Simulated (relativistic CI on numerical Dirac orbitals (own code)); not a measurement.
# Pr3+ (4f2) in a crystal field

Calculated by Dirac-Coulomb-Breit CI, orbitals from a KLI potential per configuration, model QED (radiative potential, 1s self-energy scaled to tabulated hydrogen-like ionisation energies), one configuration in a parametric crystal field, unscaled Slater integrals (own radial code). With so little scaling, terms lie 10 to 35 % too far apart, which can change the order of excited levels.

Field parameters in Wybourne normalisation; cubic f-shell fields have B⁴₄ = √(5/14) B⁴₀ and B⁶₄ = −√(7/2) B⁶₀. The field is a parameter set, without covalency.

S and J are read from ⟨S²⟩ = S(S + 1) and ⟨J²⟩ = J(J + 1) of each level; they are not fictitious spins.

Oh, B40 = 370, B60 = 400 cm⁻¹, the lowest 16 levels:

| E (cm⁻¹) | Degeneracy | Irrep | S | J |
| --- | --- | --- | --- | --- |
| 0.0 | 1 | A1 | 0.99 | 4.00 |
| 158 | 3 | T1 | 0.98 | 4.01 |
| 210 | 3 | T2 | 0.98 | 4.00 |
| 293 | 2 | E | 0.98 | 4.00 |
| 2182 | 3 | T1 | 1.00 | 5.00 |
| 2243 | 2 | E | 1.00 | 5.00 |
| 2290 | 3 | T2 | 1.00 | 5.00 |
| 2304 | 3 | T1 | 1.00 | 5.00 |
| 4285 | 3 | T2 | 1.00 | 5.99 |
| 4347 | 2 | E | 1.00 | 5.99 |
| 4483 | 3 | T1 | 1.00 | 5.99 |
| 4500 | 1 | A1 | 1.00 | 5.99 |
| 4526 | 3 | T2 | 1.00 | 5.99 |
| 4590 | 1 | A2 | 1.00 | 6.00 |
| 6686 | 2 | E | 0.99 | 2.02 |
| 6698 | 3 | T2 | 0.99 | 2.03 |

Oh, B40 = -2130, B60 = 250 cm⁻¹, the lowest 10 levels:

```json
{"E (cm⁻¹)": "0.0", "Degeneracy": "3", "Irrep": "T2", "S": "0.98", "J": "4.00"}
{"E (cm⁻¹)": "394", "Degeneracy": "2", "Irrep": "E", "S": "0.98", "J": "4.02"}
{"E (cm⁻¹)": "482", "Degeneracy": "3", "Irrep": "T1", "S": "0.98", "J": "4.01"}
{"E (cm⁻¹)": "585", "Degeneracy": "1", "Irrep": "A1", "S": "0.99", "J": "4.00"}
{"E (cm⁻¹)": "2185", "Degeneracy": "3", "Irrep": "T1", "S": "1.00", "J": "4.99"}
{"E (cm⁻¹)": "2247", "Degeneracy": "2", "Irrep": "E", "S": "1.00", "J": "4.98"}
{"E (cm⁻¹)": "2495", "Degeneracy": "3", "Irrep": "T2", "S": "1.00", "J": "5.00"}
{"E (cm⁻¹)": "2577", "Degeneracy": "3", "Irrep": "T1", "S": "1.00", "J": "5.01"}
{"E (cm⁻¹)": "4239", "Degeneracy": "1", "Irrep": "A1", "S": "1.00", "J": "5.98"}
{"E (cm⁻¹)": "4341", "Degeneracy": "3", "Irrep": "T1", "S": "1.00", "J": "5.98"}
```

D4h, B20 = 10, B40 = 270, B44 = -480, B60 = -590, B64 = 730 cm⁻¹, the lowest 16 levels:

```csv
E (cm⁻¹),Degeneracy,Irrep,S,J
0.0,1,A1,0.98,4.00
128,1,A2,0.98,4.01
135,2,E,0.98,4.00
137,1,B1,0.99,4.00
140,1,B2,0.98,4.00
257,2,E,0.98,4.00
340,1,A1,0.98,4.00
2145,2,E,1.00,5.00
2193,1,B1,1.00,5.00
2198,1,A2,1.00,4.99
2226,1,B2,1.00,5.00
2236,2,E,1.00,5.00
2270,1,A1,1.00,5.00
2308,2,E,1.00,4.99
2363,1,A2,1.00,5.00
4227,1,B1,1.00,6.00
```

Oh, B40 = -1490, B60 = 300 cm⁻¹, the lowest 10 levels:

```csv
E (cm⁻¹),Degeneracy,Irrep,S,J
0.0,3,T2,0.98,4.00
326,2,E,0.98,4.01
347,3,T1,0.98,4.01
373,1,A1,0.99,4.00
2158,3,T1,1.00,4.99
2188,2,E,1.00,4.99
2397,3,T2,1.00,5.00
2418,3,T1,1.00,5.01
4264,1,A1,1.00,5.99
4325,3,T1,1.00,5.99
```

Oh, B40 = 1170, B60 = 820 cm⁻¹, the lowest 16 levels:

```tsv
E (cm⁻¹)	Degeneracy	Irrep	S	J
0.0	1	A1	0.99	4.00
323	3	T1	0.98	4.04
531	3	T2	0.99	4.00
650	2	E	0.98	4.00
2370	3	T1	1.00	4.98
2459	2	E	1.00	5.00
2559	3	T2	1.00	5.02
2657	3	T1	1.00	4.99
4389	3	T2	1.00	5.96
4508	2	E	1.00	5.97
4824	3	T1	1.00	5.97
4853	1	A1	1.00	5.96
4884	3	T2	1.00	5.97
4993	1	A2	1.00	5.99
6991	2	E	0.99	2.08
7017	3	T2	0.99	2.12
```

The next free-ion level lies 2063 cm⁻¹ above the lowest; the field splits the ground level into components whose J stays near 4 as long as their spread is small against that gap.

Levels of this model without a field, named by their leading LS term: ³H4 0, ³H5 2063, ³H6 4241, ³F2 6488, ¹G4 7724, ³F3 7778, ³F4 10549, ¹D2 22272 cm⁻¹.
